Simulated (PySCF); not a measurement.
Working out the ionisation energy of Si²⁺

Si²⁺ [Ne] 3s2 (1S) → Si³⁺ [Ne] 3s1 (2S). All numbers are calculated (PySCF 2.14, no relativity, point nucleus, in aug-cc-pwCVDZ (6s5p3d, 36 functions)). Frozen: nothing. Energies in hartree (1 hartree = 27.21139 eV):

| part | Si²⁺ (lower) | Si³⁺ (upper) |
| --- | --- | --- |
| UHF | -287.988634 | -286.813342 |
| CCSD correlation | -0.186822 | -0.139307 |
| (T) | -0.001742 | -0.000804 |

Question: What does Hartree-Fock give?

Answer: (-286.813342) − (-287.988634) = 1.175292 hartree = 31.981 eV.

Question: What do CCSD and CCSD(T) give?

Answer: The CCSD correlation energies differ by 0.047515 hartree = 1.293 eV and the triples by 0.000938 hartree = 0.026 eV, so CCSD gives 33.274 eV and CCSD(T) 33.300 eV.

Measured between the centres of the two terms (NIST): 33.493 eV, so CCSD(T) (all electrons) is off by -0.193 eV.

A double-zeta basis recovers only part of the correlation energy.

What remains against the reference includes basis incompleteness and higher excitations.
